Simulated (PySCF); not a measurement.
BeTl⁺: one state, many levels of theory

State: ¹Σ⁺ (singlet), closed shell. Set-up: Be cc-pVDZ, Tl cc-pVDZ-PP with ECP60; scalar-relativistic core potentials (PySCF 2.14). De refers to Be + Tl⁺ in their ground configurations, without counterpoise correction. A positive dipole points towards Tl; it is taken about the centre of mass and depends on that origin.

| Level | Re (Å) | ωe (cm⁻¹) | De (eV) | μ (D) |
| --- | --- | --- | --- | --- |
| RHF-MP2 | 3.151 | 170 | n/a | n/a |
| RHF-SCS-MP2 | 3.216 | 158 | n/a | n/a |
| RHF-CCSD | 3.223 | 149 | n/a | n/a |
| RHF-CCSD(T) | 3.184 | 156 | n/a | n/a |
| PBE | 3.059 | 191 | n/a | -4.11 |
| PW91 | 3.049 | 194 | n/a | -4.16 |
| r²SCAN | 3.036 | 196 | n/a | -4.26 |
| B3LYP | 3.123 | 179 | n/a | -4.02 |
| PBE0 | 3.067 | 192 | n/a | -4.03 |
| M06-2X | 3.193 | 171 | n/a | -3.51 |

The bond length runs from 3.036 Å (r²SCAN) to 3.223 Å (RHF-CCSD).

Correlated steps freeze 4 core orbitals. Closed-shell solutions of metal pairs were not tested for spin polarisation, which can lower them a little. Spin–orbit coupling is left out.

The whole job (state search and all levels along the bond) took about 0.79 min on 1 thread of Arm Neoverse V1 (shared host), peak memory 0.42 GiB.
